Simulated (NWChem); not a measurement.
System: CBr$_{2}$F$_{2}$; SMILES FC(F)(Br)Br

This build's default masses of Se (78.918 u) and Br (79.917 u) are each other's, which moves their modes by up to 0.6 %.

Task: Give the equilibrium geometry at PBE-D3(BJ)/def2-SVP (NWChem) as a Z-matrix, with the point group.

Result: point group C2v; any orientation.
```
C
F 1 1.3343
F 1 1.3343 2 108.74
Br 1 1.9621 2 109.20 3 -119.07
Br 1 1.9621 2 109.20 3 119.07
```
